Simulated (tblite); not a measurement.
Species: C3H8SSeSi.
Numbering: `[SiH3:1][S:2][C@@H:3]1[CH2:4][CH2:5][Se:6]1` (hydrogens: H7, H8, H9 on Si1; H10 on C3; H11, H12 on C4; H13, H14 on C5)

Computed with GFN2-xTB (tblite), gas phase: L-BFGS steps from a force-field or distance-geometry start until the largest atomic force falls under 0.01 eV/Å.

The end geometry, which sets the zero of energy:
```
atom  x, y, z in Å
Si1     2.4611    0.2570    0.1282
S2      1.3349   -0.7951    1.6341
C3     -0.3617   -0.2776    1.3518
C4     -1.0501   -0.7454    0.0737
C5     -1.9136    0.4871   -0.1883
Se6    -0.8129    1.6578    0.9754
H7      1.8920   -0.0427   -1.1825
H8      2.3858    1.6777    0.4362
H9      3.7756   -0.3310    0.3072
H10    -0.9106   -0.5618    2.2507
H11    -1.6060   -1.6764    0.1933
H12    -0.3206   -0.8841   -0.7241
H13    -1.9558    0.8257   -1.2214
H14    -2.9187    0.4083    0.2236
```

Question: These geometries come from the run, each turned onto the end geometry. Order them by energy, lowest first.
A.
```
atom  x, y, z in Å
Si1     2.7687    0.2019    0.1948
S2      1.3085   -1.0972    1.0940
C3     -0.3110   -0.2878    1.0727
C4     -1.2849   -0.7214   -0.0166
C5     -2.1616    0.5297    0.0069
Se6    -0.6827    1.6589    0.6879
H7      3.1441   -0.3788   -1.0903
H8      2.1305    1.5042    0.0846
H9      3.8836    0.1960    1.1313
H10    -0.7236   -0.4593    2.0697
H11    -1.7889   -1.6679    0.1840
H12    -0.7622   -0.8106   -0.9713
H13    -2.5703    0.8544   -0.9467
H14    -2.9510    0.4771    0.7569
```
B.
```
atom  x, y, z in Å
Si1     2.4413    0.3061    0.0538
S2      1.3714   -0.8376    1.5494
C3     -0.3652   -0.3651    1.3998
C4     -1.1249   -0.7745    0.1335
C5     -1.8180    0.5468   -0.2120
Se6    -0.8782    1.5802    1.1936
H7      1.9800   -0.1723   -1.2460
H8      2.2013    1.7202    0.3040
H9      3.8194   -0.0590    0.3349
H10    -0.8342   -0.7317    2.3144
H11    -1.8454   -1.5696    0.3272
H12    -0.4521   -1.1212   -0.6535
H13    -1.6028    0.9315   -1.2070
H14    -2.8934    0.5456   -0.0343
```
C.
```
atom  x, y, z in Å
Si1     2.4256    0.2613    0.1165
S2      1.3440   -0.8309    1.6270
C3     -0.3520   -0.2963    1.3668
C4     -1.0533   -0.7551    0.0900
C5     -1.8705    0.5040   -0.1975
Se6    -0.7861    1.6441    1.0123
H7      1.8666   -0.0736   -1.1920
H8      2.2742    1.6747    0.4305
H9      3.7728   -0.2504    0.2851
H10    -0.8931   -0.5806    2.2693
H11    -1.6513   -1.6596    0.2192
H12    -0.3295   -0.9396   -0.7041
H13    -1.8511    0.8515   -1.2298
H14    -2.8969    0.4500    0.1645
```
D.
```
atom  x, y, z in Å
Si1     2.3596    0.3002    0.0639
S2      1.3582   -0.7995    1.6232
C3     -0.3746   -0.3504    1.4349
C4     -1.0665   -0.7755    0.1412
C5     -1.7600    0.5352   -0.2330
Se6    -0.8738    1.5917    1.1908
H7      1.7725   -0.0755   -1.2204
H8      2.2012    1.7214    0.3235
H9      3.7172   -0.1830    0.2134
H10    -0.8689   -0.7173    2.3348
H11    -1.7573   -1.6053    0.2929
H12    -0.3396   -1.0841   -0.6089
H13    -1.5317    0.9133   -1.2285
H14    -2.8369    0.5285   -0.0701
```
E.
```
atom  x, y, z in Å
Si1     2.7356    0.1966    0.2058
S2      1.2209   -1.0203    1.0882
C3     -0.4081   -0.3047    1.0850
C4     -1.2835   -0.7117   -0.0848
C5     -2.1270    0.5186    0.0719
Se6    -0.5553    1.5490    0.5688
H7      3.2401   -0.3501   -1.0645
H8      2.2873    1.5825   -0.0105
H9      3.8676    0.2349    1.1568
H10    -0.9370   -0.4793    2.0435
H11    -1.8430   -1.6417    0.1795
H12    -0.7545   -0.8305   -1.0476
H13    -2.6201    0.8626   -0.8473
H14    -2.8236    0.3935    0.9131
```

Answer: C (0.005 eV), D (0.013 eV), B (0.036 eV), A (0.135 eV), E (0.611 eV).

In the order of the answer:

| step | E above end (eV) | largest force (eV/Å) | rms force component (eV/Å) | rms distance from end (Å) | rms bond change (Å) | bond most changed (Å) |
| --- | --- | --- | --- | --- | --- | --- |
| 95 | 0.005 | 0.06 | 0.022 | 0.062 | 0.001 | C3–Se6 -0.003 |
| 82 | 0.013 | 0.05 | 0.019 | 0.213 | 0.002 | S2–C3 +0.004 |
| 55 | 0.036 | 0.16 | 0.052 | 0.223 | 0.005 | Si1–S2 +0.011 |
| 25 | 0.135 | 0.11 | 0.031 | 0.587 | 0.004 | S2–C3 +0.015 |
| 0 | 0.611 | 2.03 | 0.611 | 0.634 | 0.032 | C3–Se6 -0.093 |

What follows is the cost of the whole relaxation. The run took 0.84 s on Arm Neoverse V1, one thread, shared host with 32 logical CPUs at a one-minute load of 30.
